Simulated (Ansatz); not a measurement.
Conformers of FH₂InOS (`[OH][In]([F])[SH]`), each relaxed with PBE0-D4/def2-TZVP in Ansatz. CBS adds the triple-zeta coupled-cluster correction to the MP2 limit.

Elements past krypton have def2 core potentials. Outer-core shells of In are correlated without core-valence functions. Spin–orbit coupling is left out.

Not all of them had a frequency check.

Conformer A:

Cartesian coordinates in Å:
```
O -1.456 0.620 -1.301
In -0.058 0.038 -0.052
F 0.927 1.539 0.713
S 0.548 -2.128 0.605
H -1.473 1.579 -1.375
H 1.513 -1.649 1.411
```

Conformer B:

Cartesian coordinates in Å:
```
O 0.691 0.529 1.471
In 0.123 -0.360 -0.188
F 1.086 -2.022 -0.507
S -1.507 0.364 -1.710
H 1.378 0.026 1.918
H -1.770 1.465 -0.984
```

Conformer C:

Z-matrix (Å, degrees):
```
In
F 1 1.936
S 1 2.357 2 117.1
O 1 1.966 2 111.9 3 -180.0
H 3 1.345 1 93.0 2 -179.9
H 4 0.961 1 113.2 2 -180.0
```

Task: Which is lowest in electronic energy at CCSD(T)/CBS (frozen core, def2 sets), and by how much? (Best estimate.)

Result: Computed: A; B lies 0.6 kJ/mol higher, C lies 5.9 kJ/mol higher. Gaps under about 2 kJ/mol don't settle the order.

Task: Give the energies relative to A (kJ/mol) with ωB97X-V/def2-TZVPP, B2PLYP/def2-TZVPP, PBE/def2-TZVPP, SCS-MP2/def2-TZVPP, CCSD/def2-TZVPP, CCSD(T)/def2-TZVPP, MP2/CBS(def2). (Estimate.)

Result: The calculation gave: 
| level | B | C |
| --- | --- | --- |
| ωB97X-V/def2-TZVPP | 0.7 | 7.1 |
| B2PLYP/def2-TZVPP | 0.5 | 6.5 |
| PBE/def2-TZVPP | 0.8 | 6.7 |
| SCS-MP2/def2-TZVPP | 0.5 | 6.1 |
| CCSD/def2-TZVPP | 0.4 | 6.3 |
| CCSD(T)/def2-TZVPP | 0.4 | 6.1 |
| MP2/CBS(def2) | 0.7 | 6.2 |
